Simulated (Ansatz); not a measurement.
Harmonic vibrations of `[NH2][Ta](=[O])([Cl])[Cl]` by finite differences.

```yaml
crystal:
  periodic: [false, false, false]
  atoms:
    - {symbol: N, position_ang: [-0.503564, 0.716354, 0.853650]}
    - {symbol: Ta, position_ang: [0.363572, -0.447883, -0.448523]}
    - {symbol: O, position_ang: [1.715274, -1.051062, 0.400240]}
    - {symbol: Cl, position_ang: [-1.045066, -2.177414, -1.038876]}
    - {symbol: Cl, position_ang: [1.051779, 0.773682, -2.281064]}
    - {symbol: H, position_ang: [-1.348861, 1.242094, 0.675555]}
    - {symbol: H, position_ang: [-0.171934, 0.876230, 1.793418]}
basis:
  gaussian: {orbitals: def2-TZVP}
hamiltonian: {xc: pbe0, dispersion: d4}
phonons: {temperatures: {t_min: 298.15, t_max: 900, t_step: 200}}
```

```sh
$ ansatz run in.yaml --threads 4 --pin off --events-out ev --progress --plain --max-ram 10444MiB
```

It prints (some lines left out):

```
Functional definition: PBE0
mean field -30163.53892031 eV, -1108.4896097404 hartree, gradient 3.8e-5 eV, S^2 0.000000; 0 other end points of the search recorded, 0 dependent functions left out
mean field -30163.53876854 eV, -1108.4896041630 hartree, gradient 2.5e-6 eV, S^2 0.000000; 0 other end points of the search recorded, 0 dependent functions left out
mean field -30163.53879216 eV, -1108.4896050309 hartree, gradient 2.5e-6 eV, S^2 0.000000; 0 other end points of the search recorded, 0 dependent functions left out
mean field -30163.53886129 eV, -1108.4896075713 hartree, gradient 2.5e-6 eV, S^2 0.000000; 0 other end points of the search recorded, 0 dependent functions left out
mean field -30163.53881160 eV, -1108.4896057452 hartree, gradient 2.5e-6 eV, S^2 0.000000; 0 other end points of the search recorded, 0 dependent functions left out
mean field -30163.53877915 eV, -1108.4896045528 hartree, gradient 2.5e-6 eV, S^2 0.000000; 0 other end points of the search recorded, 0 dependent functions left out
mean field -30163.53870459 eV, -1108.4896018128 hartree, gradient 2.5e-6 eV, S^2 0.000000; 0 other end points of the search recorded, 0 dependent functions left out
mean field -30163.53874254 eV, -1108.4896032076 hartree, gradient 2.5e-6 eV, S^2 0.000000; 0 other end points of the search recorded, 0 dependent functions left out
mean field -30163.53875407 eV, -1108.4896036310 hartree, gradient 2.5e-6 eV, S^2 0.000000; 0 other end points of the search recorded, 0 dependent functions left out
mean field -30163.53879626 eV, -1108.4896051818 hartree, gradient 2.5e-6 eV, S^2 0.000000; 0 other end points of the search recorded, 0 dependent functions left out
mean field -30163.53880711 eV, -1108.4896055803 hartree, gradient 2.5e-6 eV, S^2 0.000000; 0 other end points of the search recorded, 0 dependent functions left out
mean field -30163.53875567 eV, -1108.4896036900 hartree, gradient 2.5e-6 eV, S^2 0.000000; 0 other end points of the search recorded, 0 dependent functions left out
mean field -30163.53880002 eV, -1108.4896053198 hartree, gradient 2.5e-6 eV, S^2 0.000000; 0 other end points of the search recorded, 0 dependent functions left out
mean field -30163.53884820 eV, -1108.4896070903 hartree, gradient 2.5e-6 eV, S^2 0.000000; 0 other end points of the search recorded, 0 dependent functions left out
mean field -30163.53876440 eV, -1108.4896040107 hartree, gradient 2.5e-6 eV, S^2 0.000000; 0 other end points of the search recorded, 0 dependent functions left out
mean field -30163.53887369 eV, -1108.4896080271 hartree, gradient 2.5e-6 eV, S^2 0.000000; 0 other end points of the search recorded, 0 dependent functions left out
mean field -30163.53890904 eV, -1108.4896093263 hartree, gradient 2.5e-6 eV, S^2 0.000000; 0 other end points of the search recorded, 0 dependent functions left out
mean field -30163.53889921 eV, -1108.4896089649 hartree, gradient 2.5e-6 eV, S^2 0.000000; 0 other end points of the search recorded, 0 dependent functions left out
mean field -30163.53884275 eV, -1108.4896068902 hartree, gradient 2.5e-6 eV, S^2 0.000000; 0 other end points of the search recorded, 0 dependent functions left out
mean field -30163.53886441 eV, -1108.4896076861 hartree, gradient 2.5e-6 eV, S^2 0.000000; 0 other end points of the search recorded, 0 dependent functions left out
mean field -30163.53893467 eV, -1108.4896102680 hartree, gradient 2.5e-6 eV, S^2 0.000000; 0 other end points of the search recorded, 0 dependent functions left out
mean field -30163.53883524 eV, -1108.4896066143 hartree, gradient 2.5e-6 eV, S^2 0.000000; 0 other end points of the search recorded, 0 dependent functions left out
mean field -30163.53894314 eV, -1108.4896105796 hartree, gradient 2.5e-6 eV, S^2 0.000000; 0 other end points of the search recorded, 0 dependent functions left out
mean field -30163.53890026 eV, -1108.4896090035 hartree, gradient 2.5e-6 eV, S^2 0.000000; 0 other end points of the search recorded, 0 dependent functions left out
mean field -30163.53892904 eV, -1108.4896100612 hartree, gradient 2.5e-6 eV, S^2 0.000000; 0 other end points of the search recorded, 0 dependent functions left out
mean field -30163.53893916 eV, -1108.4896104333 hartree, gradient 2.5e-6 eV, S^2 0.000000; 0 other end points of the search recorded, 0 dependent functions left out
mean field -30163.53888638 eV, -1108.4896084934 hartree, gradient 2.5e-6 eV, S^2 0.000000; 0 other end points of the search recorded, 0 dependent functions left out
mean field -30163.53893670 eV, -1108.4896103429 hartree, gradient 2.5e-6 eV, S^2 0.000000; 0 other end points of the search recorded, 0 dependent functions left out
mean field -30163.53887141 eV, -1108.4896079433 hartree, gradient 2.5e-6 eV, S^2 0.000000; 0 other end points of the search recorded, 0 dependent functions left out
mean field -30163.53883570 eV, -1108.4896066310 hartree, gradient 2.5e-6 eV, S^2 0.000000; 0 other end points of the search recorded, 0 dependent functions left out
mean field -30163.53893741 eV, -1108.4896103687 hartree, gradient 2.5e-6 eV, S^2 0.000000; 0 other end points of the search recorded, 0 dependent functions left out
mean field -30163.53880110 eV, -1108.4896053597 hartree, gradient 2.5e-6 eV, S^2 0.000000; 0 other end points of the search recorded, 0 dependent functions left out
mean field -30163.53884091 eV, -1108.4896068226 hartree, gradient 1.6e-6 eV, S^2 0.000000; 0 other end points of the search recorded, 0 dependent functions left out
mean field -30163.53889312 eV, -1108.4896087411 hartree, gradient 1.5e-6 eV, S^2 0.000000; 0 other end points of the search recorded, 0 dependent functions left out
mean field -30163.53886582 eV, -1108.4896077380 hartree, gradient 1.8e-6 eV, S^2 0.000000; 0 other end points of the search recorded, 0 dependent functions left out
mean field -30163.53890256 eV, -1108.4896090879 hartree, gradient 1.5e-6 eV, S^2 0.000000; 0 other end points of the search recorded, 0 dependent functions left out
mean field -30163.53890294 eV, -1108.4896091020 hartree, gradient 1.4e-6 eV, S^2 0.000000; 0 other end points of the search recorded, 0 dependent functions left out
mean field -30163.53889917 eV, -1108.4896089635 hartree, gradient 2.0e-6 eV, S^2 0.000000; 0 other end points of the search recorded, 0 dependent functions left out
mean field -30163.53889052 eV, -1108.4896086457 hartree, gradient 2.1e-6 eV, S^2 0.000000; 0 other end points of the search recorded, 0 dependent functions left out
mean field -30163.53891604 eV, -1108.4896095836 hartree, gradient 1.4e-6 eV, S^2 0.000000; 0 other end points of the search recorded, 0 dependent functions left out
mean field -30163.53890415 eV, -1108.4896091466 hartree, gradient 2.7e-6 eV, S^2 0.000000; 0 other end points of the search recorded, 0 dependent functions left out
mean field -30163.53881807 eV, -1108.4896059830 hartree, gradient 1.7e-6 eV, S^2 0.000000; 0 other end points of the search recorded, 0 dependent functions left out
mean field -30163.53877403 eV, -1108.4896043646 hartree, gradient 2.5e-6 eV, S^2 0.000000; 0 other end points of the search recorded, 0 dependent functions left out
Total energy: -30163.72029315 eV, -1108.4962750691 hartree
Atom 0 at    -0.503564     0.716354     0.853650 Å, force     0.000211     0.000434     0.001301 eV/Å
Atom 1 at     0.363572    -0.447883    -0.448523 Å, force     0.000282    -0.000270    -0.000165 eV/Å
Atom 2 at     1.715274    -1.051062     0.400240 Å, force     0.000399    -0.000372    -0.000176 eV/Å
Atom 3 at    -1.045066    -2.177414    -1.038876 Å, force     0.000036     0.000048    -0.000100 eV/Å
Atom 4 at     1.051779     0.773682    -2.281064 Å, force    -0.000052    -0.000090    -0.000025 eV/Å
Atom 5 at    -1.348861     1.242094     0.675555 Å, force    -0.000832     0.000378    -0.000380 eV/Å
Atom 6 at    -0.171934     0.876230     1.793418 Å, force    -0.000045    -0.000129    -0.000453 eV/Å
Dipole moment:    -0.509704     0.481234     0.282832 e Å
Vibrations: 104.77 136.39 153.96 199.60 239.45 388.78 390.27 434.35 538.93 615.18 708.62 1025.68 1545.66 3567.41 3669.80 cm⁻¹, zero-point energy 0.850461 eV
```

It took 2.2 min on 4 threads of an Arm Neoverse V1 on a shared host, with 0.53 GiB of host memory at the peak.
